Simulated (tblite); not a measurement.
Species: C5H4Cl2O.
Z-matrix (Å and degrees, GFN2-xTB geometry), rows numbered from 1:
```
C 
C   1  1.3299
C   2  1.4495  1  125.03
Cl  3  1.7075  2  117.58  1    -0.18
C   3  1.3553  2  121.42  1   179.85
C   5  1.4435  3  124.43  2   179.99
O   6  1.1895  5  130.35  3     0.06
Cl  6  1.7864  5  110.52  3  -179.94
H   1  1.0767  2  121.61  3     0.02
H   1  1.0757  2  121.27  3  -179.99
H   2  1.0811  1  120.48  3   179.97
H   5  1.0785  3  118.99  2    -0.04
```

Calculated harmonic vibrations of the isolated species, GFN2-xTB (tblite), most abundant isotopes, no scaling. Against measured fundamentals such values can be off by several per cent, at times by over 20. One conformer, not necessarily the lowest.

**Question.** How many normal modes are there?

**Answer.** 12 atoms, non-linear: 3N − 6 = 30.

**Question.** What is the point group of the computed structure, and how do the modes divide by symmetry?

**Answer.** Cs. The vibrations span 21 a′ + 9 a″.

**Question.** How many distinct wavenumbers does the calculation give?

**Answer.** 30: Cs has no degenerate species.

**Question.** How many fundamentals are allowed in the infrared by symmetry?

**Answer.** 30 of 30: in Cs every mode is allowed. All fundamentals are allowed in the Raman spectrum.

**Question.** Which of the modes above 1550 cm⁻¹ are stretches that can be named?

**Answer.** C=C 1647; C=O 1791; =C–H 3073, 3103, 3115, 3149 cm⁻¹.

**Question.** Zero-point energy?

**Answer.** ½Σν̃ = 16288 cm⁻¹ = 46.6 kcal/mol (30 modes); those above 1550 cm⁻¹ give 22.7 kcal/mol of it.

**Question.** How are the modes spread over the spectrum?

**Answer.** 4 under 200 cm⁻¹; 6 from 200 to 600 cm⁻¹; 8 from 600 to 1000 cm⁻¹; 6 from 1000 to 1550 cm⁻¹; 2 from 1550 to 2000 cm⁻¹; 4 above 2600 cm⁻¹.

**Question.** What thermal excitation has the softest real mode at 298.15 K?

**Answer.** θ = hcν̃/k = 65 K for 45.0 cm⁻¹, so N1/N0 = 0.8 and ⟨v⟩ = 1/(exp(θ/T) − 1) = 4.1.
